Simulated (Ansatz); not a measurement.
Reaction (isomerisation): `COCS[SiH3]` → `OCC[SiH2]S`

Computed with Ansatz on PBE0-D4/def2-TZVP structures; ΔE is electronic, products minus reactants. CCSD(T)/CBS adds triple-zeta CCSD(T) − MP2 to the extrapolated MP2 energy (def2 sets, frozen cores). Functionals use def2-TZVPP. One conformer a species, not always the lowest.

```json
{"species": "`COCS[SiH3]`", "ωB97X-V energy (Eh)": "-843.86562"}
{"species": "`OCC[SiH2]S`", "ωB97X-V energy (Eh)": "-843.89729"}
```

Problem. Work out ΔE.

Solution. ΔE = (-843.89729) − (-843.86562) = -0.03167 Eh = -19.9 kcal/mol. CCSD(T)/CBS gives -21.3 kcal/mol.

Largest T1 diagnostic among the species: 0.012.

From PBE to PBE0 (25 % exact exchange), in def2-TZVPP and without D4, ΔE moves by −1.7 kcal/mol. In def2-TZVPP, CCSD(T) changes the Hartree–Fock value by −1.4 kcal/mol (the triples alone add +0.5 kcal/mol) and MP2 by −2.2 kcal/mol.
